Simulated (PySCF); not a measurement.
C₆ coefficients of unlike pairs at PBE

Calculated with PySCF 2.14 from the dipole response of each species, C₆(A,B) = (3/π) ∫ α_A(iu) α_B(iu) du, in atomic units, from isotropic polarisabilities. For ions this is the dispersion term alone; charge-induced terms of lower order in 1/R come first.

```csv
species,configuration,basis,relativity,α (bohr³),C₆ (like pair)
Ar⁺,[Ne] 3s2 3p5 (2P),def2-TZVPPD (6s6p4d1f),none,7.064,31.90
Te³⁺,[Kr] 4d10 5s2 5p1 (2P),aug-cc-pwCVTZ-DK3 (10s9p7d4f1g),spin-free X2C,10.45,55.55
F,[He] 2s2 2p5 (2P),aug-cc-pVDZ (4s3p2d),none,3.156,8.089
Fe²⁺,[Ar] 3d6 (5D),aug-cc-pwCVTZ (10s9p7d4f3g),none,3.918,11.43
```

(1) Estimate C₆ for Te³⁺ with Ar⁺.

No spin-orbit coupling is included.

The other pairs:

```tsv
pair	C₆
Fe²⁺, F	9.595
Fe²⁺, Ar⁺	18.75
Fe²⁺, Te³⁺	24.73
F, Te³⁺	20.75
F, Ar⁺	15.84
```

## Answers

(1) The integral gives 41.86. The combination rule 2 C_A C_B / (C_A α_B/α_A + C_B α_A/α_B) gives 41.83 and the geometric mean 42.10.
